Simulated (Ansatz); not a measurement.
Br2Mg (SMILES [Br][Mg][Br]), singlet, geometry from GFN2-xTB (such geometries of metal compounds can be far from the true shape); Ansatz (an electronic-structure program) with SC-NEVPT2/6-31G, CASSCF(6,5).

Here is a job for Ansatz.
Ansatz 0.2 input:
```yaml
crystal:
  periodic: [false, false, false]
  atoms:
    - {symbol: Mg, position_ang: [0.71270673, 0.02657021, -0.06912814]}
    - {symbol: Br, position_ang: [-0.31720719, 1.71987554, -1.33607982]}
    - {symbol: Br, position_ang: [0.07285059, -1.72898533, 1.35978090]}
basis:
  gaussian:
    orbitals: 6-31G
magnetization: {spin_polarized: false}
correlation: {method: sc_nevpt2, electrons: all, active_space: {window: {electrons: 6, orbitals: 5}}}
```

Output, abridged:

```
Functional definition: HF
656 factors; integrals over basis functions are off by at most 3.7e-4 eV
mean field evaluation 1: about -145412.4420 eV, gradient 1.5e1 eV
mean field evaluation 2: about -145412.4500 eV, gradient 1.5e1 eV
mean field evaluation 4: about -145413.4248 eV, gradient 1.4e0 eV
mean field evaluation 8: about -145413.4335 eV, gradient 1.5e-4 eV
mean field -145413.43353861 eV, -5343.8451177784 hartree, gradient 2.6e-6 eV, S^2 0.000000; 0 other end points of the search recorded, 0 dependent functions left out
reference -145413.43353861 eV, -5343.8451177784 hartree; 41, 41 occupied and 30, 30 virtual orbitals, 656 factors
state -145413.86256089 eV, -5343.8608840566 hartree
state -145413.86256089 eV, -5343.8608840566 hartree; corrected -145426.07461495 eV, -5344.3096687658 hartree
Total energy: -145426.07461495 eV, -5344.3096687658 hartree
```
